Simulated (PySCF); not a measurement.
Computed shifts of a molecule C2H5ClFNSi, PBE/pcSseg-1 (PySCF), GIAO, gas phase, atoms alike by connectivity averaged where their shifts nearly agree, in ppm (number of nuclei): ¹³C: 177.8 (1), 61.0 (1). ¹⁵N: 454.1 (1). ²⁹Si: -3.8 (1). ¹⁹F: -177.5 (1). ¹H: 8.65 (1), 5.67 (1), 4.03 (3). References: ¹³C against TMS (σ = 182.0 ppm); ¹⁵N against NH3 (σ = 267.0 ppm); ²⁹Si against TMS (σ = 335.4 ppm); ¹⁹F against CFCl3 (σ = 133.6 ppm); ³⁵Cl against HCl (σ = 936.5 ppm); ¹H against TMS (σ = 31.49 ppm), references at their B3LYP-D3(BJ)/def2-TZVP geometries, non-relativistic (without spin–orbit terms, shifts of atoms bonded to Cl or Br come out too high). Geometry optimised at PBE0-D3(BJ)/def2-SVP. One conformer was computed; it need not be the lowest.

Task: Pick the molecule that these values belong to.
A. FC/N=C/[SiH2]Cl
B. C/N=C/[Si@H](F)Cl
C. C=C[Si](N)(F)Cl
D. F[Si]1(Cl)CNC1

Result: B, C/N=C/[Si@H](F)Cl
